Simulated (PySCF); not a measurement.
## Spinor energies of B²⁺ (boron, charge +2)

Start: [He] 2p1; 2p3/2 filled at m_j = +3/2. Calculated with PySCF 2.14 in x2c-TZVPall-2c with one added diffuse shell each of s, p, d type (6s4p3d1f, 40 functions): generalised Hartree-Fock with the X2C-1e Hamiltonian and a Gaussian nucleus; one run each with spin-orbit coupling (SO) switched off, then screened by Boettger's factors. This is a chosen level, not necessarily the ground level.

```
spinor shell  electrons  ε, spin-free (eV)  ε, screened SO (eV)  weight of nominal j (screened SO)  rms radius, screened SO (bohr)
       1s1/2          2            -238.73              -238.73                              1.000                           0.379
       2p3/2          1            -31.778              -31.777                              1.000                            1.75
```

```csv
quantity,spin-free,screened SO
E (hartree),-23.15951,-23.15945
M_J,3/2,3/2
⟨J²⟩,3.750,3.750
⟨L²⟩,2.000,2.000
⟨S²⟩,0.750,0.750
```

Each row is a mean over spinors that exchange with the open shell spreads, by up to 0.648 eV (1s1/2).

Without spin-orbit coupling the j labels of p, d and f shells carry no meaning; the spin-free column gives the mean over the occupied spinors of each nl shell.
